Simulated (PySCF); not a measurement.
B(OMe)(PH2)2 (CH₇BOP₂), SMILES COB(P)P. Geometry optimised at B3LYP-D3(BJ)/def2-SVP. This is a generated structure with no PubChem entry under its InChIKey; it may be hypothetical. The values are those of a single conformer.

All values below come from B3LYP-D3(BJ)/def2-SVP (PySCF).

Harmonic wavenumbers (cm⁻¹): 102, 129, 159, 165, 195, 214, 347, 395, 448, 580, 682, 738, 756, 917, 1028, 1094, 1108, 1169, 1188, 1360, 1466, 1476, 1491, 2385, 2396, 2410, 2417, 3016, 3099, 3135. Rotational constants (GHz): 3.294, 2.139, 1.330; symmetry number 1.

### Question
Work out the zero-point energy and the ideal-gas rigid-rotor harmonic-oscillator thermochemistry at 298.15 K and 1 atm.

### Answer
ZPE = ½ Σ hcν = ½ × 36064 cm⁻¹ = 215.71 kJ/mol. H − E(el) = 239.78 kJ/mol. Entropy in J/(mol K): translation 167.12, rotation 116.86, vibration 85.39, total 369.37. G − E(el) = 129.65 kJ/mol. Cp = 122.65 J/(mol K). Modes under 150 cm⁻¹ make the vibrational entropy uncertain.
